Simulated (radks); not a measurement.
Results of a calculation; reference values are marked as such.
Ionisation of Tm, [Xe] 4f13 6s2, to Tm+, [Xe] 4f13 6s1, under several functionals. Dirac Kohn-Sham, spin-unpolarised, spherical densities, finite nucleus; open shells fill j = l - 1/2 first; a radial shooting solver on a logarithmic mesh with Libxc functionals.

| functional | E(Tm) (hartree) | Exc (hartree) | IE (eV) | -e(HOMO) (eV) | <r> HOMO (bohr) | IE error (eV) |
|---|---|---|---|---|---|---|
| RPBE | -13581.1564 | -287.3268 | 6.352 | 2.519 | 0.8237 | +0.167 |
| exchange-only LDA | -13565.2315 | -271.2217 | 5.799 | 1.458 | 0.8297 | -0.386 |
| LDA (Slater exchange, Perdew-Zunger correlation) | -13572.2517 | -278.3400 | 6.684 | 2.763 | 0.8239 | +0.500 |
| exchange-only PBE | -13576.6881 | -282.7877 | 5.904 | 1.524 | 0.8296 | -0.280 |
| HCTH/407 | -13588.8197 | -295.3589 | 6.395 | 3.310 | 0.8108 | +0.211 |

NIST Atomic Spectra Database: 6.184 eV (measured). Closest: RPBE. The Delta-SCF values span 0.89 eV, the total energies 23.59 hartree. The highest occupied level is 4f7/2. Spin polarisation and multiplet splitting are left out, so open shells lie too high by an amount that depends on their filling.

Beside tabulated values, note that spin-unpolarised runs miss the spin-polarisation part of the exchange energy of open shells.
